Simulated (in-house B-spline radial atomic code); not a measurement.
Multiplet parameters of the 4p3 shell in Kr IV (Kr3+) ([Ar] 3d10 4s2 4p3). Computed with a radial B-spline atomic code at the basis-set limit: non-relativistic Hartree-Fock, average of configuration, point nucleus.

Slater integrals: F^2 = 62814 cm⁻¹. Central-field spin-orbit parameter ζ(4p) = 4111 cm⁻¹ (bare central field on non-relativistic orbitals, without two-electron terms: too large for light atoms, too small for heavy ones).

With F₂ = F^2/25 = 2513 cm⁻¹:

**Question.** Where do the terms lie in LS coupling, without spin-orbit interaction?

**Answer.** In cm⁻¹ above the Hund's-rule term:
| term | expression | energy |
| --- | --- | --- |
| 4S | 0 F₂ | 0 |
| 2D | 9 F₂ | 22613 |
| 2P | 15 F₂ | 37688 |

**Question.** Is LS coupling a fair picture here?

**Answer.** Unscaled Hartree-Fock integrals overestimate measured term splittings, because correlation screens the repulsion; fits to spectra scale them down, most for low charges. Here ζ is 1.64 times F₂, so the coupling is intermediate: spin-orbit interaction mixes the terms, and LS labels name only the largest part.
